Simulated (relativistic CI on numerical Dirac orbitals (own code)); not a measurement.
Lu LVIII: sensitivity of the levels to the model

Base calculation: Dirac-Coulomb-Breit CI, separate exchange-only KLI orbitals for each configuration, a model potential for QED, unscaled Slater integrals.

CI space (outside the closed core [Ne]): 3s2 3p2, 3s2 3p 3d, 3s 3p3, 3s2 3d2, 3p4, 3s 3p2 3d, 3p2 3d2, 3s 3p 3d2, 3p3 3d, 3s2 3d 4s, 3s2 3d 4p, 3s 3p 3d 4s, 3p3 4s, 3s2 3p 4s, 3s 3p 3d 4p, 3p3 4p, 3s2 3p 4p, 3p2 3d 4s, 3s2 3p 4d, 3p2 3d 4p, 3s 3p2 4s, 3s2 3p 4f, 3s 3p2 4p, 3s 3p2 4d, 3s 3p2 4f, 3s2 4s2, 3s2 3p 5s, 3s2 3p 5p, 3s2 4s 4p, 3s2 3p 5d, 3s2 3p 5f, 3s2 3p 5g, 3s2 4p2, 3s 3p 4s2, 3s 3p2 5s, 3s 3p 4s 4p. Levels of other configurations are missing.

The lowest level and the first level of each name with at least 55 % of one term (blank where a level has no safe partner in the second run):

```
          Level  Base (eV)  Shift (eV)
   3s2 3p2 3P_0       0.00        0.00
   3s2 3p2 3P_1     284.03       +3.39
   3s2 3p2 1D_2     293.05       +3.86
3s2 3p 3d 3F°_2     493.37       +5.05
   3s2 3p2 3P_2     583.84       +6.92
   3s2 3p2 1S_0     603.54       +6.44
   3s 3p3 3D°_3     735.82       +4.41
   3s 3p3 3P°_0     747.16       +3.45
   3s 3p3 1D°_2     761.62       +4.81
3s2 3p 3d 3P°_0     818.80       +7.09
3s2 3p 3d 3F°_4     856.66      +10.42
3s2 3p 3d 3D°_3     889.05      +10.08
3s2 3p 3d 1P°_1     898.59       +9.42
 3s 3p2 3d 5D_0     918.05       +3.62
 3s 3p2 3d 3P_0    1000.69       +4.94
 3s 3p2 3d 3G_5    1007.06       +7.91
```

At this charge energies of transitions that change n are usually good to better than 1 %, and those within a shell (Δn = 0) to a few per cent.

**Question.** One thing was changed in a second run, which moved the levels as shown. Which?
A. configuration mixing switched off
B. QED terms removed
C. Breit term removed
D. P86 correlation estimate

**Answer.** C. Breit term removed. The Breit term mainly narrows fine-structure intervals, so removing it widens them.

LS names give the leading component of a level, which can be under half, so a name can repeat, a term be missing and a line seem to break the LS rules.
